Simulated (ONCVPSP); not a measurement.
Transferability test, ONCV potential for rhodium (Rh)

* Element: Rh
* Generator: ONCVPSP 4.0.1
* Type: optimised norm-conserving Vanderbilt (ONCV)
* Functional: PBE
* Relativity: scalar-relativistic
* Frozen core: [Ar] 3d10
* Valence charge: 17
* Reference configuration: 4s2 4p6 4d8 5s1
* Partial waves: 4s+5s: rc 1.70 bohr, ncon 3, nbas 6, qcut 5.8 1/bohr, 2 projectors; 4p: rc 1.25 bohr, ncon 4, nbas 7, qcut 5.3 1/bohr, 2 projectors, debl 1.8 Ha; 4d: rc 1.25 bohr, ncon 5, nbas 9, qcut 14.9 1/bohr, local
* Local potential: the d channel
* Core correction: polynomial model core, fcfact 0.35

In the p channel the program set the typed energies aside and used -1.853, 0.250 Ha.

Energies are relative to the spin-unpolarised reference configuration 4s2 4p6 4d8 5s1; without spin polarisation the order of configurations can differ from experiment.

```tsv
valence configuration	charge	ΔE all-electron (eV)	error AE − PS (meV)
4s2 4p6 4d8 5s0	+1	7.461	-2.7
4s2 4p6 4d6 5s0	+3	59.476	+1.6
4s2 4p6 4d7 5s2	0	2.479	-1.8
```

Question: What are ΔE and the potential's error for 4s2 4p6 4d7 5s0?

Answer: ΔE = 26.971 eV all-electron; the error (AE − PS) is -1.7 meV.

Levels in the configuration 4s2 4p6 4d6 5s0:

```csv
level,all-electron (eV),pseudo (eV)
4s,-118.538,-118.576
4p,-86.074,-86.062
4d,-39.511,-39.501
```
